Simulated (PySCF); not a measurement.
ClHSTe, SMILES [Te](S)Cl.

Geometry optimised at B3LYP-D3(BJ)/def2-TZVP. The def2 effective core potentials stand for the cores of Te; spin–orbit coupling is left out. Other conformers were not sampled.

These are TDA-M06-2X/def2-SVPD in PySCF 2.14.0 values and carry that method's errors.

Vertical excitations. Isolated molecule, no solvent.

Computed lowest excited states:
| state | energy (eV) | λ (nm) | f | main pairs |
|---|---|---|---|---|
| S1 | 2.74 | 452 | 0.000 | HOMO→LUMO 93 % |
| S2 | 3.42 | 363 | 0.001 | HOMO→LUMO+1 90 % |
| S3 | 4.65 | 267 | 0.009 | HOMO−1→LUMO+1 68 %, HOMO−1→LUMO 24 % |
| S4 | 5.05 | 245 | 0.014 | HOMO−2→LUMO 68 % |
| S5 | 5.15 | 241 | 0.027 | HOMO−1→LUMO 53 %, HOMO−2→LUMO 22 %, HOMO−1→LUMO+1 15 % |
| S6 | 5.65 | 220 | 0.001 | HOMO−3→LUMO 84 % |
| S7 | 5.82 | 213 | 0.037 | HOMO→LUMO+2 81 % |
| S8 | 6.39 | 194 | 0.067 | HOMO−4→LUMO 37 %, HOMO−2→LUMO+1 29 %, HOMO→LUMO+3 12 %, HOMO−1→LUMO+2 6 % |
| S9 | 6.51 | 191 | 0.030 | HOMO→LUMO+3 71 %, HOMO−4→LUMO 16 % |
| S10 | 6.57 | 189 | 0.032 | HOMO−1→LUMO+2 71 % |
| T1 | 2.04 | 608 | 0 | HOMO→LUMO 95 % |
| T2 | 2.80 | 443 | 0 | HOMO→LUMO+1 92 % |
| T3 | 4.10 | 302 | 0 | HOMO−1→LUMO+1 47 %, HOMO−1→LUMO 47 % |
| T4 | 4.39 | 282 | 0 | HOMO−2→LUMO 37 %, HOMO−1→LUMO+1 24 %, HOMO−1→LUMO 24 % |
Triplets are in the Tamm–Dancoff approximation.
